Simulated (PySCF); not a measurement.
C$_{2}$HO, doublet, at a GFN2-xTB geometry, with bond 3-1 at 1.6 times its length; B3LYP/3-21G run with PySCF.

Here is a job for PySCF.
```python
from pyscf import gto, scf, dft

mol = gto.Mole()
mol.atom = '''
    C     0.02096193   -0.29118014   -1.19660672
    C     0.00440730    0.00402097    0.01711055
    H     0.15969927   -0.68905878   -2.81794754
    O    -0.03248602    0.28285117    1.16086522
'''
mol.basis = '3-21g'
mol.spin = 1
mol.verbose = 4
mol.build()

mf = dft.UKS(mol)
mf.xc = 'b3lyp'
mf.DIIS = scf.EDIIS
mf.kernel()
mf.analyze()
```

Problem. Write the output that PySCF gives for this input, abridged.

Solution. 
```
PySCF version 2.14.0

[INPUT] verbose = 4
[INPUT] num. atoms = 4
[INPUT] num. electrons = 21
[INPUT] charge = 0
[INPUT] spin (= nelec alpha-beta = 2S) = 1
[INPUT] symmetry False subgroup None
[INPUT] Mole.unit = angstrom
[INPUT] Symbol           X                Y                Z      unit          X                Y                Z       unit  Magmom
[...]
nuclear repulsion = 51.2956645548716
number of shells = 17
number of NR pGTOs = 48
number of NR cGTOs = 29
basis = 3-21g
ecp = {}

******** <class 'pyscf.dft.uks.UKS'> ********
method = UKS
initial guess = minao
damping factor = 0
level_shift factor = 0
DIIS = <class 'pyscf.scf.diis.EDIIS'>
diis_start_cycle = 1
diis_space = 8
diis_damp = 0
SCF conv_tol = 1e-09
SCF conv_tol_grad = None
SCF max_cycles = 50
direct_scf = True
direct_scf_tol = 1e-13
number electrons alpha = 11  beta = 10
XC library pyscf.dft.libxc version 7.1.2
    S. Lehtola, C. Steigemann, M. J. T. Oliveira, and M. A. L. Marques,  SoftwareX 7, 1–5 (2018)
XC functionals = b3lyp
    P. J. Stephens, F. J. Devlin, C. F. Chabalowski, and M. J. Frisch,  J. Phys. Chem. 98, 11623 (1994)
radial grids:
    Treutler-Ahlrichs [JCP 102, 346 (1995); DOI:10.1063/1.469408] (M4) radial grids

becke partition: Becke, JCP 88, 2547 (1988); DOI:10.1063/1.454033
pruning grids: <function nwchem_prune>
grids dens level: 3
symmetrized grids: False
atomic radii adjust function: <function treutler_atomic_radii_adjust>
small_rho_cutoff = 0
Set gradient conv threshold to 3.16228e-05
tot grids = 52128
init E= -151.317196422709

cycle= 1 E= -150.874969428758  delta_E= 0.442  |g|= 0.456  |ddm|=  1.7
cycle= 2 E= -149.890713770092  delta_E= 0.984  |g|= 1.48  |ddm|= 2.08
cycle= 3 E= -150.615586521801  delta_E= -0.725  |g|= 0.879  |ddm|= 2.29
cycle= 4 E= -150.836119423433  delta_E= -0.221  |g|= 0.562  |ddm|= 0.444
cycle= 5 E= -150.836119428257  delta_E= -4.82e-09  |g|= 0.562  |ddm|= 1.05e-08
cycle= 6 E= -150.83611942702  delta_E= 1.24e-09  |g|= 0.562  |ddm|= 2.69e-09
cycle= 7 E= -150.836119426861  delta_E= 1.59e-10  |g|= 0.562  |ddm|= 3.46e-10
cycle= 8 E= -150.836119433583  delta_E= -6.72e-09  |g|= 0.562  |ddm|= 1.46e-08
cycle= 9 E= -150.836119422818  delta_E= 1.08e-08  |g|= 0.562  |ddm|= 2.34e-08
cycle= 10 E= -150.836119427607  delta_E= -4.79e-09  |g|= 0.562  |ddm|= 1.04e-08
cycle= 11 E= -148.198703018909  delta_E= 2.64  |g|= 1.97  |ddm|= 3.05
cycle= 12 E= -149.998456352498  delta_E= -1.8  |g|= 1.37  |ddm|= 3.31
cycle= 13 E= -150.609205221625  delta_E= -0.611  |g|= 0.863  |ddm|=  0.8
cycle= 14 E= -150.609205221753  delta_E= -1.28e-10  |g|= 0.863  |ddm|= 1.98e-10
cycle= 15 E= -150.609205199233  delta_E= 2.25e-08  |g|= 0.863  |ddm|= 3.49e-08
cycle= 16 E= -150.609205221906  delta_E= -2.27e-08  |g|= 0.863  |ddm|= 3.51e-08
cycle= 17 E= -150.609205221656  delta_E= 2.5e-10  |g|= 0.863  |ddm|= 3.87e-10
cycle= 18 E= -150.609205221835  delta_E= -1.79e-10  |g|= 0.863  |ddm|= 2.77e-10
cycle= 19 E= -150.609205221612  delta_E= 2.23e-10  |g|= 0.863  |ddm|= 3.45e-10
cycle= 20 E= -143.152371441376  delta_E= 7.46  |g|= 2.92  |ddm|= 3.06
cycle= 21 E= -147.807967385338  delta_E= -4.66  |g|= 2.22  |ddm|= 3.65
cycle= 22 E= -150.126514485725  delta_E= -2.32  |g|= 1.39  |ddm|= 1.81
cycle= 23 E= -150.126514485729  delta_E= -3.47e-12  |g|= 1.39  |ddm|= 5.86e-12
cycle= 24 E= -150.126514485739  delta_E= -1.05e-11  |g|= 1.39  |ddm|= 1.61e-11
cycle= 25 E= -150.126514485747  delta_E= -7.76e-12  |g|= 1.39  |ddm|= 1.21e-11
cycle= 26 E= -150.126514482197  delta_E= 3.55e-09  |g|= 1.39  |ddm|= 5.52e-09
cycle= 27 E= -150.126514493649  delta_E= -1.15e-08  |g|= 1.39  |ddm|= 1.78e-08
cycle= 28 E= -150.126514485728  delta_E= 7.92e-09  |g|= 1.39  |ddm|= 1.23e-08
cycle= 29 E= -140.345067032525  delta_E= 9.78  |g|= 3.05  |ddm|= 3.45
cycle= 30 E= -146.751843251184  delta_E= -6.41  |g|=  2.5  |ddm|= 4.62
cycle= 31 E= -149.7529679599  delta_E=   -3  |g|= 1.68  |ddm|= 2.93
cycle= 32 E= -149.752967960632  delta_E= -7.32e-10  |g|= 1.68  |ddm|= 9.74e-10
cycle= 33 E= -149.752967959982  delta_E= 6.5e-10  |g|= 1.68  |ddm|= 8.65e-10
cycle= 34 E= -149.752967960239  delta_E= -2.57e-10  |g|= 1.68  |ddm|= 3.43e-10
cycle= 35 E= -149.752967959937  delta_E= 3.02e-10  |g|= 1.68  |ddm|= 4.02e-10
cycle= 36 E= -149.752967959921  delta_E= 1.53e-11  |g|= 1.68  |ddm|= 2.02e-11
cycle= 37 E= -149.752967960018  delta_E= -9.67e-11  |g|= 1.68  |ddm|= 1.29e-10
cycle= 38 E= -139.155745811892  delta_E= 10.6  |g|= 3.21  |ddm|= 3.74
cycle= 39 E= -145.942195694315  delta_E= -6.79  |g|= 2.63  |ddm|= 6.15
cycle= 40 E= -149.519807797051  delta_E= -3.58  |g|=  1.8  |ddm|= 4.65
cycle= 41 E= -149.519807812382  delta_E= -1.53e-08  |g|=  1.8  |ddm|= 2.01e-08
cycle= 42 E= -149.519807805393  delta_E= 6.99e-09  |g|=  1.8  |ddm|= 9.17e-09
cycle= 43 E= -149.519807797156  delta_E= 8.24e-09  |g|=  1.8  |ddm|= 1.08e-08
cycle= 44 E= -149.519807797166  delta_E= -1.07e-11  |g|=  1.8  |ddm|= 1.4e-11
cycle= 45 E= -149.519807793342  delta_E= 3.82e-09  |g|=  1.8  |ddm|= 5.01e-09
cycle= 46 E= -149.519807796909  delta_E= -3.57e-09  |g|=  1.8  |ddm|= 4.68e-09
cycle= 47 E= -138.485578038114  delta_E=   11  |g|= 3.33  |ddm|= 3.94
cycle= 48 E= -145.507531632873  delta_E= -7.02  |g|= 2.66  |ddm|= 6.84
cycle= 49 E= -149.387734448657  delta_E= -3.88  |g|= 1.85  |ddm|= 5.35
cycle= 50 E= -149.387734466597  delta_E= -1.79e-08  |g|= 1.85  |ddm|= 2.33e-08
SCF not converged.
SCF energy = -149.387734466597 after 50 cycles  <S^2> = 0.75332465  2S+1 = 2.0033219
**** SCF Summaries ****
Total Energy =                        -149.387734466597465
Nuclear Repulsion Energy =              51.295664554871614
One-electron Energy =                 -305.850811251021639
Two-electron Energy =                  105.167412229552568
Two-electron Coulomb Energy =          125.139737001653728
DFT Exchange-Correlation Energy =      -19.972324772101157
**** MO energy ****
                             alpha | beta                alpha | beta
[...]
To work with the spin densities directly, `use mulliken_meta_spin()` only printing them here.

 ** Mulliken spin pop alpha/beta on meta-lowdin orthogonal AOs **
 ** Mulliken Spin Density (per AO)  **
spin_pop of  0 C 1s        0.00000
spin_pop of  0 C 2s       -0.00729
spin_pop of  0 C 3s       -0.00033
spin_pop of  0 C 2px      -0.01253
spin_pop of  0 C 2py       0.51002
spin_pop of  0 C 2pz       0.00121
spin_pop of  0 C 3px      -0.00127
spin_pop of  0 C 3py       0.00481
spin_pop of  0 C 3pz       0.00047
spin_pop of  1 C 1s       -0.00002
spin_pop of  1 C 2s        0.00450
spin_pop of  1 C 3s        0.00009
spin_pop of  1 C 2px       0.01322
spin_pop of  1 C 2py       0.41032
spin_pop of  1 C 2pz       0.02154
spin_pop of  1 C 3px       0.00016
spin_pop of  1 C 3py       0.00827
spin_pop of  1 C 3pz       0.00120
spin_pop of  2 H 1s        0.04109
spin_pop of  2 H 2s       -0.00298
spin_pop of  3 O 1s       -0.00000
spin_pop of  3 O 2s        0.00040
spin_pop of  3 O 3s        0.00006
spin_pop of  3 O 2px      -0.00050
spin_pop of  3 O 2py       0.00756
spin_pop of  3 O 2pz      -0.00111
spin_pop of  3 O 3px       0.00032
spin_pop of  3 O 3py       0.00058
spin_pop of  3 O 3pz       0.00023
 ** Mulliken Spin Density (per atom)  **
spin density of  0 C =      0.49509
spin density of  1 C =      0.45927
spin density of  2 H =      0.03810
spin density of  3 O =      0.00754
 ** Mulliken pop alpha/beta on meta-lowdin orthogonal AOs **
 ** Mulliken pop       alpha | beta **
[...]
In total            11.00000 | 10.00000
 ** Mulliken atomic charges   ( Nelec_alpha | Nelec_beta ) **
charge of  0C =      0.45314  (     3.02097      2.52588 )
charge of  1C =      1.25692  (     2.60118      2.14191 )
charge of  2H =     -0.24278  (     0.64044      0.60234 )
charge of  3O =     -1.46728  (     4.73741      4.72987 )
Dipole moment(X, Y, Z, Debye):  0.17226, -1.83383, -7.53108
```

The run did not converge; its last values are not results.
